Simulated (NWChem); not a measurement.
System: C3H5F; SMILES C/C=C\F

The following NWChem deck was run.

```
start job
memory heap 200 mb stack 900 mb global 1100 mb
geometry units angstroms
  C      0.551505     1.484022     0.000000
  C     -0.651118     0.591119     0.000000
  C     -0.616208    -0.750182     0.000000
  F      0.538386    -1.447688     0.000000
  H      1.488401     0.895530     0.000000
  H      0.560069     2.149442     0.889689
  H      0.560069     2.149442    -0.889689
  H     -1.654755     1.046790     0.000000
  H     -1.502902    -1.405544     0.000000
end
basis spherical
  * library def2-svp
end
dft
  xc becke88 lyp
  iterations 150
end
driver
  maxiter 120
end
task dft optimize
task dft freq
```

Output (shortened):

```
             Northwest Computational Chemistry Package (NWChem) 7.3.0
             --------------------------------------------------------

 CS  symmetry detected

                             Geometry "geometry" -> ""
                             -------------------------

 Output coordinates in angstroms (scale by  1.889725989 to convert to a.u.)

  No.       Tag          Charge          X              Y              Z
 ---- ---------------- ---------- -------------- -------------- --------------
    1 C                    6.0000     0.54631759     1.49353127     0.00000000
    2 C                    6.0000    -0.65322177     0.59648993     0.00000000
    3 C                    6.0000    -0.61369053    -0.74468283     0.00000000
    4 F                    9.0000     0.54329988    -1.43820653     0.00000000
    5 H                    1.0000     1.48523568     0.90827083     0.00000000
    6 H                    1.0000     0.55258884     2.15897682     0.88968900
    7 H                    1.0000     0.55258884     2.15897682    -0.88968900
    8 H                    1.0000    -1.65842283     1.04870019     0.00000000
    9 H                    1.0000    -1.49812121    -1.40309604     0.00000000

 Effective nuclear repulsion energy (a.u.)     114.9833955566

      Symmetry information
      --------------------

 Group name             Cs
 Group number              2
 Group order               2
 No. of unique centers     8

                                Z-matrix (autoz)
                                --------

 Units are Angstrom for bonds and degrees for angles

      Type          Name      I     J     K     L     M      Value
      ----------- --------  ----- ----- ----- ----- ----- ----------
    1 Stretch                  1     2                       1.49786
    2 Stretch                  1     5                       1.10639
    3 Stretch                  1     6                       1.11104
    4 Stretch                  1     7                       1.11104
    5 Stretch                  2     3                       1.34176
    6 Stretch                  2     8                       1.10224
    7 Stretch                  3     4                       1.34893
    8 Stretch                  3     9                       1.10260
    9 Bend                     1     2     3               125.10162
   10 Bend                     1     2     8               118.98850
   11 Bend                     2     1     5               111.27334
   12 Bend                     2     1     6               111.29782
   13 Bend                     2     1     7               111.29782
   14 Bend                     2     3     4               122.62765
   15 Bend                     2     3     9               124.97748
   16 Bend                     3     2     8               115.90988
   17 Bend                     4     3     9               112.39488
   18 Bend                     5     1     6               108.18216
   19 Bend                     5     1     7               108.18216
   20 Bend                     6     1     7               106.40804
   21 Torsion                  1     2     3     4           0.00000
   22 Torsion                  1     2     3     9         180.00000
   23 Torsion                  3     2     1     5           0.00000
   24 Torsion                  3     2     1     6        -120.74277
   25 Torsion                  3     2     1     7         120.74277
   26 Torsion                  4     3     2     8         180.00000
   27 Torsion                  5     1     2     8         180.00000
   28 Torsion                  6     1     2     8          59.25723
   29 Torsion                  7     1     2     8         -59.25723
   30 Torsion                  8     2     3     9          -0.00000

                           NWChem Geometry Optimization
                           ----------------------------

 maximum gradient threshold         (gmax) =   0.000450
 rms gradient threshold             (grms) =   0.000300
 maximum cartesian step threshold   (xmax) =   0.001800
 rms cartesian step threshold       (xrms) =   0.001200
 fixed trust radius                (trust) =   0.300000
 source of zmatrix                         =   autoz

          -------------------
          Energy Minimization
          -------------------

 Using diagonal initial Hessian
 Scaling for Hessian diagonals: bonds = 1.00  angles = 0.25  torsions = 0.10

          --------
          Step   0

                                 NWChem DFT Module
                                 -----------------

 Summary of "ao basis" -> "ao basis" (spherical)
 ------------------------------------------------------------------------------
       Tag                 Description            Shells   Functions and Types
 ---------------- ------------------------------  ------  ---------------------
 C                          def2-svp                 6       14   3s2p1d
 F                          def2-svp                 6       14   3s2p1d
 H                          def2-svp                 3        5   2s1p

      Symmetry analysis of basis
      --------------------------

        a'         57
        a"         24

            General Information
            -------------------
          SCF calculation type: DFT
          Wavefunction type:  closed shell.
          No. of atoms     :     9
          No. of electrons :    32
           Alpha electrons :    16
            Beta electrons :    16
          Charge           :     0
          Spin multiplicity:     1
          Use of symmetry is: on ; symmetry adaption is: on
          Maximum number of iterations: 150
          AO basis - number of functions:    81
                     number of shells:    39
          Convergence on energy requested:  1.00D-06
          Convergence on density requested:  1.00D-05
          Convergence on gradient requested:  5.00D-04

[...]

      ----------------------
      Optimization converged
      ----------------------

  Step       Energy      Delta E   Gmax     Grms     Xrms     Xmax
  ---- ---------------- -------- -------- -------- -------- --------
@    4    -216.90418714 -3.7D-08  0.00011  0.00003  0.00043  0.00150
                                     ok       ok       ok       ok

                                Z-matrix (autoz)
                                --------

 Units are Angstrom for bonds and degrees for angles

[...]

 Rotational Constants
 --------------------
 A=   0.592322 cm-1  (  0.852200 K)
 B=   0.182464 cm-1  (  0.262520 K)
 C=   0.143279 cm-1  (  0.206142 K)

 Temperature                      =   298.15K
 frequency scaling parameter      =   1.0000

 Zero-Point correction to Energy  =   43.959 kcal/mol  (  0.070053 au)
 Thermal correction to Energy     =   46.944 kcal/mol  (  0.074809 au)
 Thermal correction to Enthalpy   =   47.536 kcal/mol  (  0.075753 au)

 Total Entropy                    =   69.022 cal/mol-K
   - Translational                =   38.180 cal/mol-K (mol. weight =  60.0375)
   - Rotational                   =   24.148 cal/mol-K (symmetry #  =        1)
   - Vibrational                  =    6.694 cal/mol-K

 Cv (constant volume heat capacity) =   15.429 cal/mol-K
   - Translational                  =    2.979 cal/mol-K
   - Rotational                     =    2.979 cal/mol-K
   - Vibrational                    =    9.470 cal/mol-K

[normal modes left out]

 ----------------------------------------------------------------------------
 Normal Eigenvalue ||           Projected Infra Red Intensities
  Mode   [cm**-1]  || [atomic units] [(debye/angs)**2] [(KM/mol)] [arbitrary]
 ------ ---------- || -------------- ----------------- ---------- -----------
    1       -0.000 ||    0.000219           0.005         0.213       0.177
    2       -0.000 ||    0.000307           0.007         0.299       0.248
    3       -0.000 ||    0.000612           0.014         0.596       0.495
    4        0.000 ||    0.000665           0.015         0.648       0.538
    5        0.000 ||    0.000237           0.005         0.231       0.192
    6        0.000 ||    0.000000           0.000         0.000       0.000
    7      145.480 ||    0.000066           0.002         0.065       0.054
    8      238.956 ||    0.003340           0.077         3.256       2.702
    9      420.471 ||    0.011486           0.265        11.197       9.291
   10      659.847 ||    0.001052           0.024         1.026       0.851
   11      737.644 ||    0.026127           0.603        25.470      21.133
   12      894.470 ||    0.000385           0.009         0.375       0.311
   13      905.191 ||    0.003489           0.080         3.401       2.822
   14      992.772 ||    0.076515           1.765        74.590      61.889
   15     1016.611 ||    0.000856           0.020         0.834       0.692
   16     1106.013 ||    0.026622           0.614        25.952      21.533
   17     1227.933 ||    0.032273           0.745        31.462      26.104
   18     1332.807 ||    0.007566           0.175         7.376       6.120
   19     1372.047 ||    0.008915           0.206         8.691       7.211
   20     1419.905 ||    0.000413           0.010         0.402       0.334
   21     1421.266 ||    0.006615           0.153         6.448       5.350
   22     1687.431 ||    0.050730           1.170        49.455      41.033
   23     2942.744 ||    0.025838           0.596        25.188      20.899
   24     2992.898 ||    0.018713           0.432        18.242      15.136
   25     3053.780 ||    0.006986           0.161         6.811       5.651
   26     3084.753 ||    0.003244           0.075         3.162       2.624
   27     3111.579 ||    0.020536           0.474        20.019      16.610
 ----------------------------------------------------------------------------
```

Level: BLYP/def2-SVP.
